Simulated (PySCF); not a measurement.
Work out the structure from these simulated measurements.

Formula: C6H15FOSi.

| Item | Value |
| --- | --- |
| 1H NMR | chemical shifts (computed TMS as zero) by class: 4.93 (3 H), 4.92 (2 H), 3.65 (2 H), 1.62 (2 H), 1.00 (6 H) ppm [GIAO PBE0/pcSseg-1] |
| NMR, other nuclei | isotropic shieldings of nuclei other than C and H, by class: 324 (1 O), 421 (1 F), 386 (1 Si) ppm [GIAO PBE0/pcSseg-1] |
| Dipole | 1.29 D [PBE0/pcSseg-1] |
| Rotational structure | rotational constants A, B, C: 1.750, 0.819, 0.660 GHz [GFN2-xTB] |
| 13C NMR | chemical shifts (computed TMS as zero) by class: 85.2 (1 C), 73.6 (1 C), 42.0 (1 C), 37.7 (1 C), 28.1 (2 C) ppm [GIAO PBE0/pcSseg-1] |

Gas-phase values; electronic properties from PySCF, density fitting. Levels stand in brackets. One conformer (not necessarily the lowest) at the GFN2-xTB geometry, without solvent, vibrations or thermal averaging. NMR values are class means; diastereotopic atoms form classes of their own.

Question: Give a SMILES that accounts for the data.

Answer: Numbering: `[CH3:1][C:2]([CH3:3])([CH2:4][CH2:5][F:6])[CH2:7][O:8][SiH3:9]`. Its formula, C6H15FOSi, gives 0 degrees of unsaturation, so no ring and no π bond. 6 carbons fall into 5 classes; from least to most shielded: sp3 C–F carbon [C5] (85.2 ppm), sp3 carbon bound to oxygen [C7] (73.6 ppm), chain CH2 carbon [C4] (42.0 ppm), quaternary sp3 carbon [C2] (37.7 ppm), methyl carbon [C1/C3] (28.1 ppm, 2 C, up to 3.7 ppm apart in this geometry). Hydrogen classes from least to most shielded: 3 H on an oxygen-bound silicon, Si9 (4.93 ppm), 2 H on an sp3 C–F carbon, C5 (4.92 ppm), 2 H on an sp3 carbon bound to oxygen, C7 (3.65 ppm, a mean of values up to 0.6 ppm apart in this geometry), 2 H on a chain CH2 carbon, C4 (1.62 ppm), 6 H on 2 methyl carbons, C1/C3 (1.00 ppm, a mean of values up to 1.1 ppm apart in this geometry). The other shieldings belong to: 324 ppm, silyl ether oxygen [O8]; 421 ppm, alkyl fluorine [F6]; 386 ppm, oxygen-bound silicon [Si9]. The optimised geometry has point group C1 and is an asymmetric top. Structure: `C(C)(C)(CCF)CO[SiH3]`. Computed isomers that give other values at the same levels: `C[C@H](CF)OC(C)(C)[SiH3]` (13C chemical shifts (computed TMS as zero) by class: 90.2 (1 C), 71.4 (1 C), 67.5 (1 C), 24.6 (1 C), 24.5 (1 C), 22.6 (1 C) ppm). The assignments are read from this structure; whether some other isomer fits the data as well wasn't checked.

Conformer computed: `[CH3:1][C:2]([CH3:3])([CH2:4][CH2:5][F:6])[CH2:7][O:8][SiH3:9]`: C1–C2–C4–C5 -169°, C2–C4–C5–F6 -67°, C1–C2–C7–O8 68°, C2–C7–O8–Si9 -174°.
